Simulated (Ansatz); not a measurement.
One change: `[CH3][Sn]([CH3])([OH])[OH]` becomes `[CH3][Sn]([OH])([OH])[Cl]`.

Ansatz, PBE0-D4/def2-TZVP geometries, multiplicity 1. Each molecule was computed in one conformer, which needn't be the lowest.

Elements past krypton have def2 core potentials.

```csv
property,`[CH3][Sn]([CH3])([OH])[OH]`
zero-point energy (PBE0-D4/def2-TZVP) / kJ/mol,258.0
size of the dipole moment (PBE/def2-TZVPP) / D,1.23
HOMO energy (PBE/def2-TZVPP) / eV,-6.40
HOMO energy (ωB97M-V/def2-TZVPP) / eV,-10.22
HOMO–LUMO gap (PBE/def2-TZVPP) / eV,5.38
LUMO energy (PBE0/def2-TZVPP) / eV,-0.10
```

(1) What does the change do to each property? (Estimate.)

Results:

(1) Computed: 
| property | `[CH3][Sn]([OH])([OH])[Cl]` | shift |
| --- | --- | --- |
| zero-point energy (PBE0-D4/def2-TZVP) / kJ/mol | 167.3 | -90.7 |
| size of the dipole moment (PBE/def2-TZVPP) / D | 1.32 | 0.09 |
| HOMO energy (PBE/def2-TZVPP) / eV | -7.09 | -0.69 |
| HOMO energy (ωB97M-V/def2-TZVPP) / eV | -11.05 | -0.83 |
| HOMO–LUMO gap (PBE/def2-TZVPP) / eV | 5.01 | -0.37 |
| LUMO energy (PBE0/def2-TZVPP) / eV | -1.12 | -1.02 |

With PBE0 the HOMO falls by 0.79 eV and the LUMO falls by 1.02 eV, so the gap narrows by about 0.23 eV. PBE moves the HOMO by -0.69 eV and ωB97M-V by -0.83 eV. The zero-point energy changes by -90.7 kJ/mol with -9 modes. Dipoles are sizes alone; their direction can turn.

Positive LUMOs are unbound, so they and the gaps depend on the basis.
